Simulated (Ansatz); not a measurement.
```yaml
crystal:
  periodic: [true, true, true]
  atoms:
    - {symbol: C, position_ang: [-0.828731, 1.175881, -0.554547]}
    - {symbol: S, position_ang: [-0.351699, 0.263992, 0.956206]}
    - {symbol: Sb, position_ang: [1.117471, -1.522358, -0.039026]}
    - {symbol: H, position_ang: [-1.366990, 0.516810, -1.161843]}
    - {symbol: H, position_ang: [0.040060, 1.557675, -1.073906]}
    - {symbol: H, position_ang: [-1.478140, 1.918528, -0.160871]}
    - {symbol: H, position_ang: [2.380959, -1.276231, 1.088969]}
    - {symbol: H, position_ang: [0.397690, -2.741497, 0.890164]}
basis:
  gaussian: {orbitals: STO-3G, nuclear_model: gaussian}
magnetization: {spin_polarized: true, initial_magnetization: 2}
hamiltonian: {xc: {name: rPW86-PBE}, dispersion: d4, pseudopotentials: {relativity: scalar}}
scf: {lower_state_search: off}
```

```sh
$ ansatz run in.yaml --threads 2 --pin off --events-out ev --progress --plain --max-ram 4352MiB
```

Task: How does Ansatz answer? (An estimate is asked.)

Result: Computed: The input was rejected before any iteration.
```
Error: YAML parse error: error: line 2 column 3: crystal: missing field `lattice` (a structure is typed as `lattice` and `atoms`, a molecule's as `atoms` in Å alone, or read from a run's directory, `checkpoint`)
 --> <input>:2:3
1 | crystal:
2 |   periodic: [true, true, true]
3 |   atoms:
4 |     - {symbol: C, position_ang: [-0.828731, 1.175881, -0.554547]}
```
